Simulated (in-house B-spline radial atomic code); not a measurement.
Successive ionisation energies of bromine; each step leads to the configuration of the next row (after the last: [Ne] 3s2 3p1/2(2)). Dirac energy differences include first-order Breit, QED and recoil terms. NIST's values go from ground level to ground level; the uncertainty of those that are theory runs from under 0.1 % in few-electron ions to several per cent in heavy many-electron ones. Computed with an all-electron radial atomic-structure program (B-spline basis): Dirac-Hartree-Fock, jj configuration that fills j = l - 1/2 first, finite nuclei.

A number in brackets counts the electrons of a j subshell.

| ion | configuration | ionisation energy (eV) | tabulated value (eV) | computed minus tabulated (eV) | highest orbital | largest mean radius (bohr) |
| --- | --- | --- | --- | --- | --- | --- |
| Br6+ | [Ar] 3d10 4s1 | 101.7 | 103.03 | -1.3 | 4s1/2 | 1.4474 |
| Br7+ | [Ar] 3d10 | ? | ? | ? | ? | ? |
| Br8+ | [Ar] 3d3/2(4) 3d5/2(5) | ? | ? | ? | ? | ? |
| Br9+ | [Ar] 3d3/2(4) 3d5/2(4) | ? | ? | ? | ? | ? |
| Br10+ | [Ar] 3d3/2(4) 3d5/2(3) | 302.8 | 301 | 1.8 | 3d5/2 | 0.53952 |
| Br11+ | [Ar] 3d3/2(4) 3d5/2(2) | 343.7 | 338 | 5.7 | 3d5/2 | 0.53201 |
| Br12+ | [Ar] 3d3/2(4) 3d5/2(1) | 386.3 | 393 | -6.7 | 3d5/2 | 0.52458 |
| Br13+ | [Ar] 3d3/2(4) | 434.0 | 436 | -2.0 | 3d3/2 | 0.51722 |
| Br14+ | [Ar] 3d3/2(3) | 480.0 | 481 | -1.0 | 3d3/2 | 0.50951 |
| Br15+ | [Ar] 3d3/2(2) | 527.6 | 530 | -2.4 | 3d3/2 | 0.50194 |
| Br16+ | [Ar] 3d3/2(1) | 576.8 | 577 | -0.2 | 3d3/2 | 0.49578 |
| Br17+ | [Ne] 3s2 3p6 | 715.4 | 716.3 | -0.9 | 3p3/2 | 0.48999 |
| Br18+ | [Ne] 3s2 3p1/2(2) 3p3/2(3) | 762.5 | 761 | 1.5 | 3p3/2 | 0.4854 |
| Br19+ | [Ne] 3s2 3p1/2(2) 3p3/2(2) | 810.4 | 809.8 | 0.6 | 3p3/2 | 0.4809 |
| Br20+ | [Ne] 3s2 3p1/2(2) 3p3/2(1) | 859.3 | 870 | -10.7 | 3p3/2 | 0.47648 |

Problem. Fill in the row of Br7+.

Solution. ionisation energy (eV): 190.7; tabulated value (eV): 192.61; computed minus tabulated (eV): -1.9; highest orbital: 3d5/2; largest mean radius (bohr): 0.57441.

Problem. Fill in the row of Br8+.

Solution. ionisation energy (eV): 226.2; tabulated value (eV): 224; computed minus tabulated (eV): 2.2; highest orbital: 3d5/2; largest mean radius (bohr): 0.5565.

Problem. Fill in the row of Br9+.

Solution. ionisation energy (eV): 263.6; tabulated value (eV): 261; computed minus tabulated (eV): 2.6; highest orbital: 3d5/2; largest mean radius (bohr): 0.54705.

Problem. Where is the largest jump?

Solution. From Br6+ to Br7+, by a factor of 1.87 (101.72 to 190.68 eV); the highest orbital goes from 4s1/2 to 3d5/2.

Problem. How far is this level of theory from the measured and semi-empirical values?

Solution. Over those 6 rows the differences run from -10.7 to +1.45 eV (mean absolute value 2.8 eV). The calculation leaves out correlation and, in open shells, the multiplet splittings that an average leaves out.
